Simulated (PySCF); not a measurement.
How far are cheaper levels from CCSD(T)/CBS for TeH?

PySCF; the state is a doublet (π ↑). The composite is CCSD(T) extrapolated to the basis-set limit from two correlation-consistent sets, with core-valence (CV) and scalar-relativistic (SR) terms as its label shows; it has no spin–orbit coupling and nothing beyond (T). Here it is CCSD(T)/CBS(TQ)+CV. It gives Re = 1.655 Å, ωe = 2144 cm⁻¹ and De = 2.99 eV to Te + H.

| level | basis | relativity | Re (Å) | ωe (cm⁻¹) | De (eV) |
| --- | --- | --- | --- | --- | --- |
| UHF | x2c-TZVPPall | spin-free X2C | 1.648 | 2254 | 1.88 |
| UHF-CCSD | cc-pVTZ-PP/cc-pVTZ | scalar-relativistic core potentials | 1.655 | 2167 | 2.88 |
| UHF-CCSD(T) | x2c-TZVPPall | spin-free X2C | 1.652 | 2148 | 2.91 |
| LDA | x2c-TZVPPall | spin-free X2C | 1.668 | 2091 | 3.50 |
| BLYP | def2-TZVP | scalar-relativistic core potentials | 1.680 | 2038 | 3.01 |
| r²SCAN | x2c-TZVPPall | spin-free X2C | 1.662 | 2134 | 2.94 |
| TPSSh | x2c-TZVPPall | spin-free X2C | 1.662 | 2137 | 3.08 |
| PBE0 | x2c-TZVPPall | spin-free X2C | 1.660 | 2154 | 2.92 |
| BHandHLYP | def2-TZVP | scalar-relativistic core potentials | 1.649 | 2206 | 2.90 |
| CAM-B3LYP | def2-TZVP | scalar-relativistic core potentials | 1.655 | 2174 | 3.00 |

Task: Give the difference of each row from the composite.

Result: 

```tsv
level	basis	ΔRe (pm)	Δωe (%)	ΔDe (eV)
UHF	x2c-TZVPPall	-0.7	+5.1	-1.11
UHF-CCSD	cc-pVTZ-PP/cc-pVTZ	+0.0	+1.1	-0.11
UHF-CCSD(T)	x2c-TZVPPall	-0.3	+0.2	-0.08
LDA	x2c-TZVPPall	+1.3	-2.5	+0.51
BLYP	def2-TZVP	+2.5	-4.9	+0.02
r²SCAN	x2c-TZVPPall	+0.7	-0.5	-0.05
TPSSh	x2c-TZVPPall	+0.7	-0.3	+0.09
PBE0	x2c-TZVPPall	+0.5	+0.5	-0.07
BHandHLYP	def2-TZVP	-0.6	+2.9	-0.09
CAM-B3LYP	def2-TZVP	+0.0	+1.4	+0.01
```

Task: Which rows come closest in De?

Result: BLYP in def2-TZVP (+0.02 eV); CAM-B3LYP in def2-TZVP (+0.01 eV), counted from the composite.

Correlated steps freeze the inner cores (4 to 18 orbitals); shallow outer-core shells are correlated. Spin–orbit coupling is left out, which matters for elements this heavy, above all for dissociation energies. Counting both spins, an empty level lies below a filled one in some of these solutions, because spin and occupation are held. The state was picked by a PBE0 search and need not be the measured ground state.
